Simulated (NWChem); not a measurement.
System: SiPH5O; SMILES P[SiH2]O

NWChem input:

```
start job
memory heap 200 mb stack 900 mb global 1100 mb
geometry units angstroms noautosym nocenter noautoz
  Si    -0.505657     0.645000     0.010615
  O      0.718743     1.776797     0.103509
  P      0.092331    -1.546551     0.039537
  H     -1.341671     0.892721     1.208404
  H     -1.324190     0.814640    -1.225424
  H      1.365607     1.776176    -0.615908
  H      1.104381    -1.417631     1.033220
  H      1.005715    -1.471998    -1.053077
end
basis spherical
  * library pcsseg-1
end
dft
  xc bhlyp
  iterations 150
end
property
  shielding
end
task dft property
```

Parts of the log:

```
             Northwest Computational Chemistry Package (NWChem) 7.3.0
             --------------------------------------------------------

                             Geometry "geometry" -> ""
                             -------------------------

 Output coordinates in angstroms (scale by  1.889725989 to convert to a.u.)

  No.       Tag          Charge          X              Y              Z
 ---- ---------------- ---------- -------------- -------------- --------------
    1 Si                  14.0000    -0.50565700     0.64500000     0.01061500
    2 O                    8.0000     0.71874300     1.77679700     0.10350900
    3 P                   15.0000     0.09233100    -1.54655100     0.03953700
    4 H                    1.0000    -1.34167100     0.89272100     1.20840400
    5 H                    1.0000    -1.32419000     0.81464000    -1.22542400
    6 H                    1.0000     1.36560700     1.77617600    -0.61590800
    7 H                    1.0000     1.10438100    -1.41763100     1.03322000
    8 H                    1.0000     1.00571500    -1.47199800    -1.05307700

 Effective nuclear repulsion energy (a.u.)     152.0914878820

                              NWChem Property Module
                              ----------------------

  itol2e modified to match energy
  convergence criterion.

                                 NWChem DFT Module
                                 -----------------

 Summary of "ao basis" -> "ao basis" (spherical)
 ------------------------------------------------------------------------------
       Tag                 Description            Shells   Functions and Types
 ---------------- ------------------------------  ------  ---------------------
 Si                         pcsseg-1                10       24   4s5p1d
 O                          pcsseg-1                 7       17   3s3p1d
 P                          pcsseg-1                10       24   4s5p1d
 H                          pcsseg-1                 3        5   2s1p

  itol2e modified to match energy
  convergence criterion.

            General Information
            -------------------
          SCF calculation type: DFT
          Wavefunction type:  closed shell.
          No. of atoms     :     8
          No. of electrons :    42
           Alpha electrons :    21
            Beta electrons :    21
          Charge           :     0
          Spin multiplicity:     1
          Use of symmetry is: off; symmetry adaption is: off
          Maximum number of iterations: 150
          AO basis - number of functions:    90
                     number of shells:    42
          Convergence on energy requested:  1.00D-07
          Convergence on density requested:  1.00D-05
          Convergence on gradient requested:  5.00D-04

              XC Information
              --------------
                        BHLYP Method XC Functional
                     Hartree-Fock (Exact) Exchange  0.500
                        Slater Exchange Functional  0.500 local
                    Becke 1988 Exchange Functional  0.500 non-local
              Lee-Yang-Parr Correlation Functional  1.000

             Grid Information
             ----------------
          Grid used for XC integration:  fine
          Radial quadrature: Mura-Knowles
          Angular quadrature: Lebedev.
          Tag              B.-S. Rad. Rad. Pts. Rad. Cut. Ang. Pts.
          ---              ---------- --------- --------- ---------
          Si                  1.10      123          10.0       770
          O                   0.60       70          10.0       590
          P                   1.00      123          11.0       770
          H                   0.35       60          11.0       590
          Grid pruning is: on
          Number of quadrature shells:   616
          Spatial weights used:  Erf1

      Superposition of Atomic Density Guess
      -------------------------------------

 Sum of atomic energies:        -706.67673134

      Non-variational initial energy
      ------------------------------

 Total energy =    -707.575186
 1-e energy   =   -1279.579316
 2-e energy   =     419.912643
 HOMO         =      -0.299983
 LUMO         =       0.031622

   convergence    iter        energy       DeltaE   RMS-Dens  Diis-err
 ---------------- ----- ----------------- --------- --------- ---------
 d= 0,ls=0.0,diis     1   -708.9695640169 -8.61D+02  8.36D-03  6.41D-01
 d= 0,ls=0.0,diis     2   -708.9888577452 -1.93D-02  4.32D-03  4.86D-01
 d= 0,ls=0.0,diis     3   -709.0301973446 -4.13D-02  9.23D-04  2.81D-02
 d= 0,ls=0.0,diis     4   -709.0325767464 -2.38D-03  2.21D-04  4.01D-04
 d= 0,ls=0.0,diis     5   -709.0326310961 -5.43D-05  6.39D-05  2.49D-05
  Resetting Diis
 d= 0,ls=0.0,diis     6   -709.0326350408 -3.94D-06  1.94D-05  1.44D-06
 d= 0,ls=0.0,diis     7   -709.0326353224 -2.82D-07  4.52D-06  6.22D-08
 d= 0,ls=0.0,diis     8   -709.0326353317 -9.26D-09  1.45D-06  3.23D-08

         Total DFT energy =     -709.032635331667
      One electron energy =    -1282.681916715503
           Coulomb energy =      476.166690474533
    Exchange-Corr. energy =      -54.608896972722
 Nuclear repulsion energy =      152.091487882026

 Numeric. integr. density =       41.999998303759

                       DFT Final Molecular Orbital Analysis
                       ------------------------------------

 Vector   19  Occ=2.000000D+00  E=-3.945764D-01
              MO Center= -5.7D-01,  6.7D-01,  1.2D-01, r^2= 3.3D+00
   Bfn.  Coefficient  Atom+Function         Bfn.  Coefficient  Atom+Function
  ----- ------------  ---------------      ----- ------------  ---------------
    66      0.327916  4 H  s                 16      0.262241  1 Si pz
    71     -0.251315  5 H  s                 67      0.236284  4 H  s
    36     -0.192037  2 O  pz                33     -0.187144  2 O  pz
    72     -0.184821  5 H  s                 86      0.155040  8 H  s
    15      0.115044  1 Si py                87      0.110107  8 H  s

 Vector   20  Occ=2.000000D+00  E=-3.761818D-01
              MO Center= -9.9D-02, -3.9D-01, -9.1D-02, r^2= 3.7D+00
   Bfn.  Coefficient  Atom+Function         Bfn.  Coefficient  Atom+Function
  ----- ------------  ---------------      ----- ------------  ---------------
    55      0.315735  3 P  px                45     -0.254340  3 P  s
    58      0.231940  3 P  px                71      0.223298  5 H  s
    44     -0.215284  3 P  s                 81      0.194340  7 H  s
    72      0.175821  5 H  s                 86      0.157514  8 H  s
    15      0.155157  1 Si py                43      0.141834  3 P  s

 Vector   21  Occ=2.000000D+00  E=-3.118655D-01
              MO Center= -2.8D-02, -1.2D+00,  2.7D-02, r^2= 3.1D+00
   Bfn.  Coefficient  Atom+Function         Bfn.  Coefficient  Atom+Function
  ----- ------------  ---------------      ----- ------------  ---------------
    59      0.395023  3 P  py                56      0.383388  3 P  py
    44     -0.256746  3 P  s                 58      0.197392  3 P  px
    55      0.173792  3 P  px                15     -0.166871  1 Si py
    35      0.163510  2 O  py                43      0.157258  3 P  s
    45     -0.147355  3 P  s                 32      0.145247  2 O  py

 Vector   22  Occ=0.000000D+00  E= 4.193541D-02
              MO Center=  2.3D-01,  6.7D-01, -3.2D-01, r^2= 4.9D+00
   Bfn.  Coefficient  Atom+Function         Bfn.  Coefficient  Atom+Function
  ----- ------------  ---------------      ----- ------------  ---------------
    17      0.898098  1 Si px                27     -0.686629  2 O  s
    67      0.475718  4 H  s                 77      0.429744  6 H  s
    59     -0.245224  3 P  py                19     -0.243496  1 Si pz
    18      0.238614  1 Si py                60      0.234108  3 P  pz
    82     -0.219611  7 H  s                 14      0.182599  1 Si px

 Vector   23  Occ=0.000000D+00  E= 5.629192D-02
              MO Center=  4.9D-01, -1.1D+00, -4.5D-01, r^2= 5.0D+00
   Bfn.  Coefficient  Atom+Function         Bfn.  Coefficient  Atom+Function
  ----- ------------  ---------------      ----- ------------  ---------------
    87     -1.596533  8 H  s                 45      1.462451  3 P  s
    58      0.742800  3 P  px                60     -0.712709  3 P  pz
    18      0.455858  1 Si py                82     -0.351732  7 H  s
    77     -0.321975  6 H  s                 72     -0.310982  5 H  s
     3      0.236765  1 Si s                 19     -0.231772  1 Si pz

[...]

          -----------------------------------------
          Chemical Shielding Tensors (GIAO, in ppm)
          -----------------------------------------

                                NWChem CPHF Module
                                ------------------

  scftype          =     RHF
  nclosed          =       21
  nopen            =        0
  variables        =     1449
  # of vectors     =        3
  tolerance        = 0.10D-03
  level shift      = 0.00D+00
  max iterations   =       50
  max subspace     =       30

 SCF residual:    6.3815605176046074E-005

Iterative solution of linear equations
  No. of variables     1449
  No. of equations        3
  Maximum subspace       30
        Iterations       50
       Convergence  1.0D-04

   iter   nsub   residual    time
   ----  ------  --------  ---------
     1      3    4.99D-01      17.0
     2      6    4.85D-02      19.2
     3      9    6.55D-03      21.4
     4     12    5.74D-04      23.6
     5     15    3.94D-05      25.8

      Atom:    1  Si
        Diamagnetic
    878.6489      1.5356     -0.1303
      1.5356    883.2647      0.1182
     -0.1303      0.1182    874.3007

        Paramagnetic
   -455.9312     34.9126     -6.4835
     34.9126   -485.9121     -3.7952
     -6.4835     -3.7952   -585.0454

        Total Shielding Tensor
    422.7177     36.4482     -6.6138
     36.4482    397.3526     -3.6770
     -6.6138     -3.6770    289.2554

           isotropic =     369.7752
          anisotropy =     118.8086

          Principal Components and Axis System
                 1           2           3
              448.9809    371.4519    288.8928

      1         0.8144     -0.5786      0.0442
      2         0.5783      0.8156      0.0190
      3        -0.0470      0.0101      0.9988

      Atom:    2  O
        Diamagnetic
    399.2259     13.5122     -8.7305
     13.5122    390.3661      1.0398
     -8.7305      1.0398    385.8729

        Paramagnetic
   -115.5208    -28.5715     -8.1567
    -28.5715    -76.6180     -2.4155
     -8.1567     -2.4155    -77.8352

        Total Shielding Tensor
    283.7051    -15.0593    -16.8872
    -15.0593    313.7482     -1.3757
    -16.8872     -1.3757    308.0378

           isotropic =     301.8304
          anisotropy =      31.6674

          Principal Components and Axis System
                 1           2           3
              322.9419    312.1102    270.4389

      1        -0.4875     -0.1377      0.8622
      2         0.7258     -0.6128      0.3125
      3         0.4853      0.7781      0.3987

      Atom:    3  P
        Diamagnetic
    965.2544     -2.0944     -0.0279
     -2.0944    969.8812     -0.0055
     -0.0279     -0.0055    966.4540

        Paramagnetic
   -411.4327    -20.2831      9.8983
    -20.2831   -406.1104     -1.0219
      9.8983     -1.0219   -403.4814

        Total Shielding Tensor
    553.8217    -22.3775      9.8704
    -22.3775    563.7708     -1.0274
      9.8704     -1.0274    562.9726

           isotropic =     560.1884
          anisotropy =      35.9244

          Principal Components and Axis System
                 1           2           3
              584.1380    562.3417    534.0854

      1        -0.6278     -0.0158      0.7782
      2         0.7063      0.4086      0.5781
      3        -0.3271      0.9126     -0.2453

      Atom:    4  H
        Diamagnetic
     29.4047     -1.7856     -6.9718
     -1.7856     26.0479      2.3407
     -6.9718      2.3407     31.6019

        Paramagnetic
     -1.5002      1.1692      2.9279
      1.1692     -0.2543     -0.9530
      2.9279     -0.9530     -5.4382

        Total Shielding Tensor
     27.9045     -0.6164     -4.0439
     -0.6164     25.7936      1.3877
     -4.0439      1.3877     26.1637

           isotropic =      26.6206
          anisotropy =       7.3103

          Principal Components and Axis System
                 1           2           3
               31.4941     25.6383     22.7293

      1         0.7447      0.3290      0.5807
      2        -0.2328      0.9434     -0.2360
      3        -0.6255      0.0406      0.7791

      Atom:    5  H
        Diamagnetic
     28.7974     -1.3541      7.0767
     -1.3541     25.4036     -1.9051
      7.0767     -1.9051     31.9518

        Paramagnetic
     -1.0782      0.8215     -2.9706
      0.8215      0.2098      0.5488
     -2.9706      0.5488     -5.9904

        Total Shielding Tensor
     27.7192     -0.5326      4.1061
     -0.5326     25.6134     -1.3563
      4.1061     -1.3563     25.9615

           isotropic =      26.4314
          anisotropy =       7.3382

          Principal Components and Axis System
                 1           2           3
               31.3235     25.5044     22.4662

      1         0.7472      0.3182     -0.5835
      2        -0.2188      0.9468      0.2361
      3         0.6275     -0.0488      0.7771

      Atom:    6  H
        Diamagnetic
     34.8206      4.1431    -11.5842
      4.1431     24.8353     -1.2376
    -11.5842     -1.2376     31.6765

        Paramagnetic
     -1.0684     -0.8962      2.4191
     -0.8962      0.9773      0.3446
      2.4191      0.3446      0.5410

        Total Shielding Tensor
     33.7523      3.2469     -9.1651
      3.2469     25.8126     -0.8930
     -9.1651     -0.8930     32.2175

           isotropic =      30.5941
          anisotropy =      18.1835

          Principal Components and Axis System
                 1           2           3
               42.7164     26.2248     22.8411

      1         0.7342      0.2420      0.6344
      2         0.1757      0.8348     -0.5218
      3        -0.6558      0.4945      0.5704

      Atom:    7  H
        Diamagnetic
     31.3853     -1.2847      8.6690
     -1.2847     25.4866     -0.4611
      8.6690     -0.4611     31.2401

        Paramagnetic
     -0.6672      0.3914     -3.0708
      0.3914      0.9301      0.0101
     -3.0708      0.0101      0.4960

        Total Shielding Tensor
     30.7181     -0.8933      5.5982
     -0.8933     26.4166     -0.4510
      5.5982     -0.4510     31.7361

           isotropic =      29.6236
          anisotropy =      10.9622

          Principal Components and Axis System
                 1           2           3
               36.9317     26.4773     25.4619

      1         0.6737     -0.2218      0.7049
      2        -0.0887      0.9227      0.3752
      3         0.7336      0.3153     -0.6020

      Atom:    8  H
        Diamagnetic
     29.8955     -1.6528     -8.5692
     -1.6528     25.7081      0.9628
     -8.5692      0.9628     32.9835

        Paramagnetic
      0.1190      0.5089      3.4903
      0.5089      1.0626     -0.2633
      3.4903     -0.2633     -0.1664

        Total Shielding Tensor
     30.0145     -1.1439     -5.0789
     -1.1439     26.7706      0.6995
     -5.0789      0.6995     32.8170

           isotropic =      29.8674
          anisotropy =      10.4586

          Principal Components and Axis System
                 1           2           3
               36.8398     26.9177     25.8446

      1        -0.6056     -0.3570      0.7112
      2         0.1234      0.8408      0.5272
      3         0.7861     -0.4070      0.4651
```

Level: BHandHLYP/pcSseg-1, GIAO. Structure relaxed at the B3LYP/6-31G* (spherical d) level. The printed shielding anisotropy is the first printed principal value minus the mean of the other two.
